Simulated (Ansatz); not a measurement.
`C[Si]Br` + HBr → `Br[Si]Br` + CH₄ at 400 K and 1 bar (ligand exchange at the Si–C bond).

Calculated with Ansatz (gas phase, PBE0-D4/def2-TZVP geometries, no zero-point term in ΔE). CBS: MP2 limit from def2 TZ/QZ plus the TZ coupled-cluster correction, frozen cores. This one scheme is used for every species. For Br outer-core shells are correlated without core-valence functions, which leaves a few kJ/mol of doubt a bond. Scalar relativity is left out up to krypton.

```csv
species,CCSD(T)/CBS energy (Eh),H − E (kJ/mol),S (J/(mol·K))
`C[Si]Br`,-2902.25975,118.6,331.0
HBr,-2573.91920,27.6,207.2
`Br[Si]Br`,-5435.76988,24.5,321.4
CH₄,-40.46206,131.3,197.2
```

H − E and S are ideal-gas, rigid-rotor, harmonic terms from PBE0-D4/def2-TZVP. 1 Eh = 2625.50 kJ/mol, R = 8.31446 J/(mol·K).

Q: By hand: ΔE, ΔH, ΔS and ΔG.

A: ΔE = (-5435.76988) + (-40.46206) − (-2902.25975) − (-2573.91920) = -0.05299 Eh = -139.1 kJ/mol. Δ(H − E) = 24.5 + 131.3 − 118.6 − 27.6 = 9.6, so ΔH = -129.5 kJ/mol. ΔS = 321.4 + 197.2 − 331.0 − 207.2 = -19.6 J/(mol·K). ΔG = -129.5 − 400 × (-19.6)/1000 = -121.7 kJ/mol.

Q: By hand: the equilibrium constant, and the temperature at which ΔG would vanish if ΔH and ΔS stayed fixed.

A: log₁₀ K = −ΔG/(RT ln 10) = 15.9. ΔG = 0 at ΔH/ΔS = 6607 K, far beyond where these terms or the molecules hold.

ΔH outweighs TΔS. A doubt of 5 kJ/mol in ΔE shifts log₁₀ K by 0.7 here. These are equilibria of isolated gas molecules and say nothing of rates. Largest T1 diagnostic: 0.011 (customary marks: 0.02 for closed shells, 0.045 for open ones).
